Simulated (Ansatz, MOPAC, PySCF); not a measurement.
Dissociation curve of BeH (cation, charge +1), singlet. Each curve is given relative to its own lowest point near equilibrium.

```csv
R / Å,A,B,C,D
1.08,0.897,0.734,0.755,0.714
1.13,0.500,0.434,0.449,0.413
1.22,0.099,0.116,0.122,0.100
1.24,0.054,0.076,0.081,0.062
1.29,0.000,0.015,0.016,0.008
1.33,0.007,0.000,0.000,0.000
1.38,0.067,0.016,0.015,0.028
1.41,0.126,0.041,0.040,0.061
1.43,0.173,0.064,0.062,0.089
1.52,0.448,0.209,0.208,0.266
1.64,0.917,0.477,0.480,0.592
1.76,1.436,0.786,0.799,0.911
1.99,2.414,1.384,1.434,1.327
2.19,3.162,1.836,1.945,1.566
2.38,3.759,2.180,2.367,1.724
2.65,4.425,2.525,2.856,1.865
2.90,4.880,2.721,3.201,1.939
3.23,5.302,2.860,3.525,1.989
3.59,5.598,2.928,3.745,2.013
4.03,5.815,2.959,3.884,2.026
4.67,5.974,2.973,3.940,2.034
5.20,6.036,2.976,3.926,2.036
```

Energies in eV.

### Question
Assign the columns to these levels of theory: Ansatz (a quantum-chemistry and plane-wave program) with full CI/cc-pVDZ, frozen core; PM7, restricted, heats of formation in MOPAC; restricted BP86/6-31G*, spherical d (PySCF 2.14.0); UHF/cc-pVDZ (Ansatz).

### Answer
A is PM7; B is FCI; C is RKS-BP86/6-31G*; D is UHF.

The unrestricted determinant behind UHF is spin-contaminated at 1.76 to 5.20 Å (<S²> up to 1.0, against 0.00 for a pure singlet). The restricted form behind RKS-BP86/6-31G*, PM7 keeps the bonding electrons paired and can't separate into open-shell fragments.
